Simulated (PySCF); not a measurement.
A structure optimised at PBE-D3(BJ)/def2-SVP, used in a PySCF frequency run:

```
Mo
H 1 1.6506
H 2 1.5947 1 61.11
H 3 1.5947 2 60.00 1 71.43
Cl 1 2.2758 2 83.08 3 86.16
Cl 1 2.2758 2 134.57 3 -34.82
Cl 1 2.2758 2 83.08 3 -155.81
```

### Question
Write its SMILES, formula and point group.

### Answer
[Cl][MoH3]([Cl])[Cl], Cl3H3Mo, C3v

### Question
What are its rotational constants (standard atomic weights)?

### Answer
1.7811, 1.7811, 0.94548 GHz
